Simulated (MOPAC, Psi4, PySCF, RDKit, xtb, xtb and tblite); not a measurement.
Two geometries of SMILES C=C/C=C\c1ccco1, relaxed at GFN2-xTB with one dihedral held; other torsions can differ between them too.

Structure A

```
17

C      2.7093    -1.7783    -0.8599
C      1.6510    -1.0072    -0.6456
C      1.6748     0.4022    -0.2975
C      2.4698     1.3790    -0.7617
C      3.4274     1.3511    -1.8334
C      4.2438     2.3770    -2.2575
C      4.9590     1.8878    -3.3697
C      4.5290     0.6077    -3.5513
O      3.6108     0.2766    -2.6334
H      2.6065    -2.8276    -1.0783
H      3.7134    -1.3957    -0.8052
H      0.6609    -1.4501    -0.6542
H      0.9375     0.6829     0.4465
H      2.3668     2.3675    -0.3322
H      4.3169     3.3532    -1.8227
H      5.6879     2.4120    -3.9532
H      4.7922    -0.1412    -4.2722
```

Structure B

```
17

C      2.4372    -1.8108    -1.3038
C      1.5706    -0.9881    -0.7161
C      1.7529     0.3681    -0.2512
C      2.7962     1.2238    -0.2481
C      4.1579     1.1499    -0.6899
C      5.0908     2.1647    -0.6077
C      6.2886     1.6609    -1.1500
C      6.0142     0.3803    -1.5254
O      4.7394     0.0664    -1.2532
H      2.1367    -2.8040    -1.5945
H      3.4518    -1.5370    -1.5150
H      0.5650    -1.3575    -0.5447
H      0.8465     0.7765     0.1826
H      2.5995     2.2005     0.1799
H      4.9281     3.1449    -0.2078
H      7.2231     2.1743    -1.2486
H      6.6193    -0.3798    -1.9794
```

Q: Which is lower in energy at the level B3LYP-D3(BJ)/def2-SVP // GFN2-xTB in Psi4 1.11, and by how much?

A: B is lower, by 0.84 kcal/mol (dihedral C1–C2–C3–C4: 40° in A, 0° in B).

E(B) − E(A) in kcal/mol at the other levels, on the same two geometries: GFN2-xTB (xtb and tblite) 1.12; MMFF94 // GFN2-xTB (RDKit) 5.88; B3LYP/def2-SVP // GFN2-xTB (Psi4) -1.13; PBE/def2-SVP // GFN2-xTB (Psi4) -1.49; PBE-D3(BJ)/def2-SVP // GFN2-xTB (Psi4) -1.31; UFF // GFN2-xTB (RDKit) 13.16; AM1, restricted, heats of formation // GFN2-xTB (MOPAC) 1.72; PM6, restricted, heats of formation // GFN2-xTB (MOPAC) 2.20; GFN1-xTB // GFN2-xTB (xtb) 1.24; restricted B3LYP/6-31G*, spherical d, density fitting // GFN2-xTB (PySCF) -0.79; restricted MP2 (frozen core)/3-21G // GFN2-xTB (PySCF) -0.71; restricted Hartree-Fock/3-21G, density fitting // GFN2-xTB (PySCF) -0.26; restricted Hartree-Fock/6-31G*, spherical d, density fitting // GFN2-xTB (PySCF) 1.18.
